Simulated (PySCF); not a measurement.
Static response to an electric field

C5H9OPSi.
Geometry (GFN2-xTB, Å), atoms numbered from 1 in this order:
```xyz
17
C5H9OPSi angstrom
C     -2.6244   -0.7499   -0.3673
C     -1.3402   -0.0959    0.0107
C     -1.2016    1.0041    0.7691
P      0.5550    1.3931    0.9279
O      1.1443    1.6025    2.2517
C      1.0471   -0.0445   -0.0587
Si     2.8425   -0.4596   -0.3963
C     -0.0742   -0.6669   -0.4500
H     -3.4714   -0.2488    0.0938
H     -2.7470   -0.7284   -1.4502
H     -2.6164   -1.7943   -0.0564
H     -2.0073    1.5702    1.2031
H      0.7491    2.4697    0.0568
H      2.8543   -1.6401   -1.2636
H      3.4471    0.6840   -1.0843
H      3.5185   -0.7284    0.8694
H     -0.0824   -1.5547   -1.0657
```

Level: wB97X-D/def2-SVPD (PySCF), static field, nuclei fixed, core orbitals frozen in the response. The polarisability tensor in these axes (au):

```
x   129.85   4.00   1.65
y     4.00 101.12  16.02
z     1.65  16.02  91.80
```

Problem. Diagonalise the tensor; give its mean and Δα, where Δα² is half the sum of the squared differences of the eigenvalues.

Solution. Principal values 79.75, 112.15 and 130.87 au; mean 107.59 au = 15.94 Å³ = 17.74 × 10⁻⁴⁰ C²·m²/J; Δα = 44.79 au (42 % of the mean).

Problem. What is the dipole moment, and where does it point?

Solution. (-2.75, -1.79, -3.91) D, 5.10 D in size, pointing from the negative to the positive side. Measured along this direction, the outermost atoms are O5 at the negative end and H10 at the positive end.

Problem. Sum over states: ᾱ = Σ f/ω², ω in Eh. What share falls to these 8 lowest TDDFT singlets (eV, f)? 4.08, 0.0356; 4.73, 0.0231; 4.88, 0.0234; 6.34, 0.0036; 6.58, 0.0466; 6.98, 0.0015; 7.17, 0.0318; 7.31, 0.1659.

Solution. They add up to 6.72 au, 6.2 % of the 107.59 au; the largest single term is 2.30 au, from the state at 7.31 eV. Terms in order: 1.58, 0.76, 0.73, 0.07, 0.80, 0.02, 0.46, 2.30 au. Higher excitations give the rest. The strengths listed sum to 0.332.

Problem. Rayleigh depolarisation ratio (linearly polarised light, static tensor)?

Solution. ρ = 3Δα²/(45ᾱ² + 4Δα²) = 6018.7/(520908 + 8025.0) = 0.0114.

Problem. Traceless (Buckingham) quadrupole moment about the centre of nuclear charge: eigenvalues?

Solution. -14.82, 3.77, 11.05 D·Å. The values depend on the origin, since the dipole doesn't vanish. The electronic extent ⟨r²⟩ about the same centre is 1518 bohr², a root-mean-square distance of 2.36 Å for the 76 electrons.

Problem. Find the Langevin capture rate constant for NH4+ (18.034 u) meeting this molecule (144.016 u), k = 2.342 × 10⁻⁹ cm³/s × √(α in Å³ / reduced mass in u).

Solution. The reduced mass is 16.03 u, so k = 2.34 × 10⁻⁹ cm³/s. The formula leaves out the permanent dipole, which adds to the capture rate.

Isolated species at its GFN2-xTB geometry, gas phase.

The run behind these numbers computed excited states as well. The run took about 2.4 min of CPU time (one thread, shared machine).

The pairwise dispersion term of wB97X-D wasn't added to the energies; at a given geometry it leaves orbitals and properties as they are.
